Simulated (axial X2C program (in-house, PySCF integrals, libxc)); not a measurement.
Nuclear properties of ClTiCl⁺

Computed with an axial X2C code built on PySCF integrals: two-component X2C with atomic mean-field Coulomb and Gaunt terms, Gaussian nuclei, basis Cl dyall-av3z, Ti dyall-v3z with contracted cores.

Cl–Ti–Cl held linear, with bonds 2.159 and 2.159 Å (near the PBE0 minimum at charge 1 of the determinant lowest at the starting distance; the state shown can have its own minimum elsewhere, held linear; other orders of the atoms were not compared).

Determinant lowest in the PBE0 search, Ω = 3/2 (⟨Sz⟩ = -0.50, ⟨Lz⟩ = 2.00 at PBE0), spin on the atoms Cl 0.03, Ti -0.57, Cl 0.03:

```
 level  A∥/gI Cl (MHz)  qzz Cl (a.u.)  A∥/gI Ti (MHz)  qzz Ti (a.u.)
  PBE0           -3.54          -0.19             386          -1.65
    HF           -1.77          -0.05             406          -1.51
r2SCAN           0.573          -0.25             400          -1.69
```

Determinant 0.03 eV from it at PBE0 and this distance, Ω = 5/2 (⟨Sz⟩ = 0.50, ⟨Lz⟩ = 2.00 at PBE0), spin on the atoms Cl -0.03, Ti 0.57, Cl -0.03:

```tsv
level	A∥/gI Cl (MHz)	qzz Cl (a.u.)	A∥/gI Ti (MHz)	qzz Ti (a.u.)
PBE0	0.207	-0.20	84.5	-1.66
HF	-5.68	-0.05	75.6	-1.52
r2SCAN	1.77	-0.25	71.9	-1.70
```

A∥ (defined per Ω) follows by multiplying with gI = μI/(I μN); qzz is the electric field gradient, eQq0 = 234.96 MHz × Q/barn × qzz. The operators were transformed with the bare-nucleus X2C matrices; with these basis sets, hyperfine constants and field gradients can be off by tens of per cent, and where levels differ in sign neither size nor sign is settled.

Question: With gI(47Ti) = -0.3154, Q(47Ti) = 0.302 barn (g factors from the IAEA table of nuclear moments by Stone; Q from Pyykkö, Mol. Phys. 2018), turn the PBE0 values of the first state into constants in MHz.

Answer: A∥(47Ti) = 386 × -0.3154 = -122 MHz; eQq0(47Ti) = 234.96 × (0.302) × (-1.65) = -117 MHz.

The molecule was held linear; bending was not examined, so a bent shape may lie lower.

Each state is one determinant with collinear spin. Unrestricted Hartree–Fock can overshoot spin polarisation at the nuclei. The search compared states at one distance, so a state with another bond length can lie lower. Where a field gradient or hyperfine factor spreads by more than a factor of two over the levels, a constant derived from it is not to be relied on. PBE0 term energies can be off by some tenths of an eV.
